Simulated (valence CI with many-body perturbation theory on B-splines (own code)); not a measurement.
## Level structure of Nb¹⁸⁺

Computed by relativistic CI+MBPT: five valence electrons over a frozen Dirac-Fock core [Ar], a basis of 7 s, 7 p, 8 d, 6 f, 4 g, 1 h functions for each j, with the one-electron correlation potential Σ1 (screened to all orders), the two-electron term Σ2, the three-electron term Σ3, Breit, model QED; selected single and double excitations, second order for the rest, scaled by the run's own slope (own B-spline code, finite nucleus).

No measured spectrum was set against this ion. As an estimate, terms of the open shell hold to 2 to 4 % of their energy, and close levels can change places. Among the levels kept, up to 530 cm⁻¹ of a level comes from second order outside the variational space, and about a tenth of that is noise between levels of different J, which matters for small intervals. Only levels of the ground parity were solved; by the run's estimate the other parity begins above the list, which can be wrong where configurations are misplaced.

Levels 1 to 31 of 31, with energies above the lowest level, 3d5 6S_5/2. "Leading %" is the weight of the configuration and term that name the level; weights of strongly mixed levels are sums over their largest components and can fall short, so below about 35 % the name and the second component can differ from the true leading terms, or belong to a minority configuration. Lifetimes count E1, E2, E3, M1 and M2 decay at the calculated energies, and are blank where another channel may lead or the interval is too uncertain; long ones can be off by a factor of two.

```tsv
No.	Configuration	Term	J	E (eV)	Leading %	Lifetime	Second component
1	3d5	6S	5/2	0.000	95		5 % 3d5 4P
2	3d5	4G	5/2	10.500	43	1.85 ms	16 % 3d5 4P
3	3d5	4G	7/2	11.589	84	49.6 ms	7 % 3d5 2F
4	3d5	4G	11/2	11.646	92		7 % 3d5 2H
5	3d5	4G	9/2	11.940	95	760 ms	
6	3d5	4G	5/2	11.983	41	1.10 ms	30 % 3d5 4P
7	3d5	4P	3/2	12.176	56	952 μs	38 % 3d5 4D
8	3d5	4P	1/2	13.047	74	58.1 ms	24 % 3d5 4D
9	3d5	4D	7/2	14.294	84	5.05 ms	9 % 3d5 4G
10	3d5	4D	5/2	15.359	54	1.34 ms	19 % 3d5 4P
11	3d5	4D	1/2	15.514	76	3.12 ms	23 % 3d5 4P
12	3d5	4D	3/2	15.916	56	1.22 ms	38 % 3d5 4P
13	3d5	2I	11/2	16.650	81	4.48 ms	14 % 3d5 2H
14	3d5	2I	13/2	17.545	100	50.3 ms	
15	3d5	2F	5/2	18.190	31	426 μs	27 % 3d5 2D
16	3d5	2D	3/2	18.281	57	1.10 ms	38 % 3d5 4F
17	3d5	2F	7/2	18.352	46	4.16 ms	36 % 3d5 4F
18	3d5	4F	9/2	18.685	44	3.43 ms	41 % 3d5 2G
19	3d5	4F	5/2	20.083	64	1.87 ms	25 % 3d5 2F
20	3d5	2H	9/2	20.793	56	932 μs	37 % 3d5 4F
21	3d5	2F	7/2	21.209	44	747 μs	32 % 3d5 4F
22	3d5	4F	3/2	21.555	56	1.24 ms	39 % 3d5 2D
23	3d5	2G	7/2	22.042	70	1.83 ms	28 % 3d5 2F
24	3d5	2F	5/2	22.752	70	971 μs	19 % 3d5 2D
25	3d5	2H	11/2	22.941	79		17 % 3d5 2I
26	3d5	2G	9/2	23.753	52	1.54 ms	31 % 3d5 2H
27	3d5	2F	7/2	23.912	68	1.60 ms	23 % 3d5 4F
28	3d5	2F	5/2	24.515	44	470 μs	38 % 3d5 2D
29	3d5	2S	1/2	25.168	93	684 μs	
30	3d5	2D	3/2	28.041	97	490 μs	
31	3d5	2D	5/2	29.095	84	409 μs	12 % 3d5 2F
```

Names give the largest LS component (configuration and term), which can be under half, so a name can repeat, a term be missing and a line seem to break the LS rules; names also repeat where a configuration has a term twice.

The ionisation energy to 3d4 5D_0 of the next ion comes out as 757.56 eV (NIST: 758 ± 3 eV (theoretical)). All 31 levels together are meant to be complete up to 30.223 eV.
